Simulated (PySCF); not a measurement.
A species of formula C5H6F3NO has this rotational fingerprint, computed with PBE0/pcSseg-1 in PySCF (dipole) on a GFN2-xTB geometry, gas phase:

```
Rotational constants : A = 2924, B = 829.3, C = 741.0 MHz
Dipole components    : |μa| = 1.09 D, |μb| = 2.60 D, |μc| = 0.84 D
Inertial defect      : -100.19 u·Å²
κ                    : -0.92
```

Question: Which structure is it? (One computed conformer of each.)
A. `[CH3:1]/[CH:2]=[N:3]/[CH:4]=[CH:5]/[O:6][C:7]([F:8])([F:9])[F:10]` with C2–N3–C4–C5 180°, C4–C5–O6–C7 0°
B. `[O:1]=[C:2]1[CH2:3][C@@H:4]([C:5]([F:6])([F:7])[F:8])[CH2:9][NH:10]1` with O1–C2–C3–C4 -167°, C2–C3–C4–C5 -144°, C3–C4–C9–N10 24°, C4–C9–N10–C2 -17°
C. `[CH2:1]=[N:2]/[C:3](=[CH:4]/[C:5]([F:6])([F:7])[F:8])[O:9][CH3:10]` with C1–N2–C3–C4 47°, N2–C3–O9–C10 4°

Answer: B. It is O=C1C[C@@H](C(F)(F)F)CN1, a near-prolate asymmetric top, point group C1. The candidates at the same level (rigid rotor, commonest isotopes):

| SMILES | A (MHz) | B (MHz) | C (MHz) | μa (D) | μb (D) | μc (D) | Δ (u·Å²) | point group | rotor |
| --- | --- | --- | --- | --- | --- | --- | --- | --- | --- |
| O=C1C[C@@H](C(F)(F)F)CN1 | 2924 | 829.3 | 741.0 | 1.09 | 2.60 | 0.84 | -100.19 | C1 | near-prolate asymmetric top |
| C/C=N/C=C/OC(F)(F)F | 4076 | 531.8 | 513.5 | 2.60 | 0.81 | 0.00 | -90.11 | Cs | near-prolate asymmetric top |
| C=N/C(=C/C(F)(F)F)OC | 2168 | 881.7 | 712.5 | 4.87 | 1.56 | 0.70 | -97.00 | C1 | asymmetric top |

`C/C=N/C=C/OC(F)(F)F` has A 39 % too high; `C=N/C(=C/C(F)(F)F)OC` has A 26 % too low. No structure here is proved a minimum.
